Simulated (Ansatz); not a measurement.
Reaction (substitution at a C–C bond): `C=CCCCCCCCC` + CH₃SH → `C=CSC` + `CCCCCCCC`

Computed with Ansatz on PBE0-D4/def2-TZVP structures; ΔE is electronic, products minus reactants. CBS: MP2 limit from def2 TZ/QZ plus the TZ coupled-cluster correction, frozen cores. This one scheme is used for every species. Functionals use def2-TZVPP. Each species was taken in one conformer, which may not be the lowest.

`C=CCCCCCCCC`:

Z-matrix (Å, degrees):
```
C
C 1 1.491
C 1 1.526 2 112.8
H 1 1.098 2 109.3 3 -120.9
H 1 1.095 2 109.6 3 122.6
C 2 1.325 1 125.3 3 -119.4
H 2 1.090 1 115.9 3 59.6
C 3 1.520 1 112.7 2 -178.6
H 3 1.097 1 109.4 2 -56.6
H 3 1.095 1 108.7 2 58.8
H 6 1.086 2 121.3 1 -0.8
H 6 1.084 2 121.7 1 179.3
C 8 1.524 3 114.2 1 176.5
H 8 1.096 3 108.9 1 54.9
H 8 1.096 3 109.1 1 -60.0
C 13 1.524 8 115.2 3 58.7
H 13 1.096 8 108.8 3 -63.7
H 13 1.096 8 108.7 3 -178.8
C 16 1.521 13 114.0 8 59.5
H 16 1.097 13 108.6 8 -179.1
H 16 1.095 13 109.5 8 -64.1
C 19 1.523 16 114.0 13 174.3
H 19 1.097 16 109.9 13 -63.3
H 19 1.097 16 108.7 13 52.3
C 22 1.520 19 113.9 16 64.9
H 22 1.095 19 108.8 16 -173.2
H 22 1.097 19 109.2 16 -57.8
H 25 1.092 22 111.9 19 -63.6
H 25 1.092 22 111.2 19 176.3
H 25 1.094 22 110.9 19 56.5
```

CH₃SH:

```xyz
6

C     0.145   -0.434    0.179
S    -0.389    0.711   -1.112
H     1.085   -0.117    0.630
H     0.303   -1.394   -0.313
H    -0.619   -0.558    0.945
H    -0.524    1.792   -0.329
```

`C=CSC`:

```xyz
10

C    -0.304   -1.993   -0.667
C    -0.040   -0.869   -0.011
S    -1.017    0.572   -0.104
C     0.179    1.811    0.412
H     0.300   -2.877   -0.503
H    -1.127   -2.071   -1.368
H     0.796   -0.812    0.682
H     0.986    1.912   -0.315
H    -0.359    2.757    0.479
H     0.587    1.572    1.395
```

`CCCCCCCC`:

```xyz
26

C     1.609   -2.200   -3.019
C     1.513   -1.008   -2.083
C     0.626   -1.268   -0.877
C     0.526   -0.083    0.069
C    -0.369   -0.351    1.268
C    -0.414    0.784    2.285
C    -0.920    2.119    1.749
C    -2.332    2.063    1.189
H     2.021   -3.073   -2.504
H     2.250   -1.989   -3.878
H     0.623   -2.481   -3.402
H     2.515   -0.728   -1.739
H     1.129   -0.139   -2.631
H     1.007   -2.139   -0.329
H    -0.379   -1.545   -1.219
H     1.530    0.188    0.420
H     0.157    0.786   -0.488
H    -0.022   -1.259    1.774
H    -1.383   -0.578    0.917
H    -1.049    0.479    3.126
H     0.591    0.928    2.699
H    -0.884    2.853    2.562
H    -0.236    2.493    0.981
H    -2.395    1.411    0.314
H    -3.036    1.682    1.934
H    -2.676    3.054    0.883
```

CCSD(T)/CBS gives -0.1 kJ/mol.

(1) Another level gave -9.5 kJ/mol. Which?
A. BHLYP/def2-TZVPP
B. RPA@PBE/def2-TZVPP
C. revPBE/def2-TZVPP
D. r2SCANh/def2-TZVPP

Largest T1 diagnostic among the species: 0.011.

Answers

(1) D. r2SCANh -9.5, BHLYP -2.8, RPA@PBE/def2-TZVPP 4.1, revPBE -15.7 kJ/mol.

From BLYP to BHLYP (50 % exact exchange), in def2-TZVPP and without D4, ΔE moves by +10.9 kJ/mol. At CCSD(T), def2-SVP lies +8.9 kJ/mol from the extrapolated value and def2-TZVPP +2.1 kJ/mol. Leaving LDA and LC-ωPBE aside and taking each functional with its dispersion term where it has one, the values, not all of them listed here, spread over 11.1 kJ/mol, from revPBE-D4 to ωB97X-V. LDA lies +5.3 kJ/mol from PBE without D4.

CCSD(T)/CBS has its own doubt, a few kJ/mol and more with outer-core shells, so smaller differences from it don't rank the levels.
